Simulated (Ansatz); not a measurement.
Cl₃La, singlet, at a GFN2-xTB geometry (such geometries of metal compounds can be far from the true shape) (core potentials on La); PBE0/def2-QZVP in Ansatz (a program for electronic structure).

The Ansatz input:
Ansatz 0.2 input:
```yaml
crystal:
  periodic: [false, false, false]
  atoms:
    - {symbol: La, position_ang: [0.19334028, -0.19046844, -0.61524174]}
    - {symbol: Cl, position_ang: [-1.96926279, -0.82209264, 0.45709470]}
    - {symbol: Cl, position_ang: [-0.10301305, 2.17690188, 0.11512742]}
    - {symbol: Cl, position_ang: [1.42401726, -0.71617979, 1.49064724]}
basis:
  gaussian:
    orbitals: def2-QZVP.json
hamiltonian:
  xc: pbe0
```
The basis file holds def2-QZVP in the JSON format of the Basis Set Exchange.

What the program printed (banner, timings and long lists left out):

```
Functional definition: PBE0
1486 factors; their error is unknown
mean field evaluation 1: about -38420.9564 eV, gradient 3.3e1 eV
mean field evaluation 2: about -38418.0182 eV, gradient 5.0e1 eV
mean field evaluation 4: about -38423.8947 eV, gradient 2.6e0 eV
mean field evaluation 8: about -38423.9576 eV, gradient 4.0e-2 eV
mean field evaluation 16: about -38423.9576 eV, gradient 2.4e-5 eV
mean field -38423.95762420 eV, -1412.0543979955 hartree, gradient 2.4e-5 eV, S^2 0.000000; 0 other end points of the search recorded, 0 dependent functions left out
reference -38423.95766074 eV, -1412.0543993384 hartree; 31, 31 occupied and 251, 251 virtual orbitals, 1486 factors
Total energy: -38423.95766074 eV, -1412.0543993384 hartree
```
